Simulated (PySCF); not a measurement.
C2H3BCl2S.
Z-matrix (Å and degrees, PBE0-D3(BJ)/def2-SVP geometry), rows numbered from 1:
```
Cl
B   1  1.7524
Cl  2  1.7546  1  118.90
C   2  1.5510  1  119.45  3   179.46
C   4  1.4790  2  120.72  1   171.93
S   5  1.8060  4   67.41  2   -91.26
H   4  1.0952  2  119.22  1   -24.12
H   5  1.0949  4  118.20  6   107.65
H   5  1.0943  4  117.19  6  -107.16
```

Method used: PySCF, TDDFT CAM-B3LYP/def2-SVPD, vertical, gas phase, core orbitals frozen in the response.

Computed states:

```csv
state,E (eV),f
S1,4.16,0.018
S2,5.71,0.038
S3,6.17,0.0002
S4,6.36,0.026
S5,6.38,0.0054
S6,6.70,0.028
S7,6.98,0.225
S8,7.05,0.057
S9,7.18,0.057
S10,7.26,0.026
```

Broadening: Gaussians 0.3 eV wide at half height, area fixed by f = 4.319×10⁻⁹ ∫ε dν̃. The width is an assumption, not a result. The curve ends short of the highest state used, and states not computed would add to its high-energy end.

Problem. What does the envelope look like, and where are its maxima?

Solution. 
| E (eV) | ε (L mol⁻¹ cm⁻¹) |
| --- | --- |
| 3.71 | 3 |
| 3.79 | 24 |
| 3.88 | 147 |
| 3.96 | 482 |
| 4.05 | 1140 |
| 4.13 | 1612 |
| 4.22 | 1486 |
| 4.30 | 909 |
| 4.38 | 375 |
| 4.47 | 86 |
| 4.55 | 15 |
| 4.64 | 1 |
| 4.72 | 0 |
| 4.80 | 0 |
| 4.89 | 0 |
| 4.97 | 0 |
| 5.06 | 0 |
| 5.14 | 0 |
| 5.23 | 3 |
| 5.31 | 25 |
| 5.39 | 147 |
| 5.48 | 674 |
| 5.56 | 1714 |
| 5.65 | 3060 |
| 5.73 | 3369 |
| 5.82 | 2344 |
| 5.90 | 1122 |
| 5.98 | 397 |
| 6.07 | 286 |
| 6.15 | 749 |
| 6.24 | 1825 |
| 6.32 | 2724 |
| 6.40 | 2852 |
| 6.49 | 2325 |
| 6.57 | 2310 |
| 6.66 | 3518 |

Maxima: 298 nm (4.16 eV), ε about 1700, made up of S1 (100%); 217 nm (5.71 eV), ε about 3400, made up of S2 (100%); 195 nm (6.37 eV), ε about 2900, made up of S4 (80%) and S5 (17%) (ε in L mol⁻¹ cm⁻¹; maxima over ε = 5, shares over 10%). At its high-energy end, 6.66 eV, the curve is still rising (ε about 3500, from S6 and S7).

Problem. What would ε be at 5.71 eV, the highest of these maxima, with half the width (0.15 eV)?

Solution. About 6830 L mol⁻¹ cm⁻¹ against 3410, a factor of about 2.00; a lone state at its own centre would give exactly 2.

Problem. On this curve, what absorbance would a 10⁻⁴ mol/L sample give at 308 nm over a 1 cm path?

Solution. 308 nm is 4.025 eV, where ε is about 950 L mol⁻¹ cm⁻¹, so A = ε c l ≈ 0.095 (Beer–Lambert, with the gas-phase spectrum and the assumed width).

Problem. Coming from long wavelengths, where does ε first pass 100 L mol⁻¹ cm⁻¹?

Solution. At about 321 nm (3.86 eV), 0.30 eV below S1.

The vertical ionisation energy (ΔSCF) is 9.28 eV, 2.03 eV above S10.

One conformer stands for the species.
